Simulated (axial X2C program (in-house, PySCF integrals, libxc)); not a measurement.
Nuclear properties of CInO

Calculated with an axial X2C code built on PySCF integrals: two-component X2C with atomic mean-field Coulomb and Gaunt terms, Gaussian nuclei, basis C dyall-v3z, In dyall-v3z, O dyall-av3z with contracted cores.

C–In–O held linear, with bonds 2.086 and 1.851 Å (near the PBE0 minimum at charge 0 of the determinant lowest at the starting distance; the state shown can have its own minimum elsewhere, held linear; other orders of the atoms were not compared).

Determinant lowest in the PBE0 search, Ω = 3/2 (⟨Sz⟩ = 1.50, ⟨Lz⟩ = 0.00 at PBE0), spin on the atoms C 1.26, In 0.03, O 0.21:

```json
{"level": "PBE0", "Eeff magnitude (GV/cm)": "6.44", "Ws magnitude In (kHz)": "2.39", "A∥/gI C (MHz)": "85.7", "qzz C (a.u.)": "0.32", "A∥/gI In (MHz)": "-280", "qzz In (a.u.)": "-4.39", "A∥/gI O (MHz)": "18.1", "qzz O (a.u.)": "2.11", "μ (D)": "-3.21"}
{"level": "HF", "Eeff magnitude (GV/cm)": "9.74", "Ws magnitude In (kHz)": "3.74", "A∥/gI C (MHz)": "72.2", "qzz C (a.u.)": "0.30", "A∥/gI In (MHz)": "-1460", "qzz In (a.u.)": "-6.04", "A∥/gI O (MHz)": "31", "qzz O (a.u.)": "2.60", "μ (D)": "-3.17"}
{"level": "B3LYP", "Eeff magnitude (GV/cm)": "6.28", "Ws magnitude In (kHz)": "2.34", "A∥/gI C (MHz)": "88.6", "qzz C (a.u.)": "0.36", "A∥/gI In (MHz)": "-268", "qzz In (a.u.)": "-3.92", "A∥/gI O (MHz)": "24.9", "qzz O (a.u.)": "2.19", "μ (D)": "-2.90"}
```

Eeff is the effective electric field on the electron electric dipole moment in this Ω state and Ws the scalar–pseudoscalar constant of the nucleus named (defined with the proton number Z and per Ω); A∥ (defined per Ω) follows by multiplying with gI = μI/(I μN); qzz is the electric field gradient, eQq0 = 234.96 MHz × Q/barn × qzz; μ is positive if the O end (last atom) is positive. The operators were transformed with the bare-nucleus X2C matrices; with these basis sets, hyperfine constants and field gradients can be off by tens of per cent, and where levels differ in sign neither size nor sign is settled.

Task: With gI(13C) = 1.4048, Q(115In) = 0.772 barn, gI(17O) = -0.7575, Q(17O) = -0.02558 barn (g factors from the IAEA table of nuclear moments by Stone; Q from Pyykkö, Mol. Phys. 2018), turn the PBE0 values of the first state into constants in MHz.

Result: A∥(13C) = 85.7 × 1.4048 = 120 MHz; eQq0(115In) = 234.96 × (0.772) × (-4.39) = -796 MHz; A∥(17O) = 18.1 × -0.7575 = -13.7 MHz; eQq0(17O) = 234.96 × (-0.02558) × (2.11) = -12.7 MHz.

The molecule was held linear; bending was not examined, so a bent shape may lie lower.

Each state is one determinant with collinear spin, which with several unpaired electrons need not be a pure state. Unrestricted Hartree–Fock can overshoot spin polarisation at the nuclei. This is the top spin component of a Σ state; components of lower Ω are not single determinants and can lie lower. With several open shells hyperfine constants can be off by a factor of several. States lie within half an eV, so the first need not be the ground state. Further determinants of the search, some of them spin-mixed, are not shown. Where a field gradient or hyperfine factor spreads by more than a factor of two over the levels, a constant derived from it is not to be relied on.
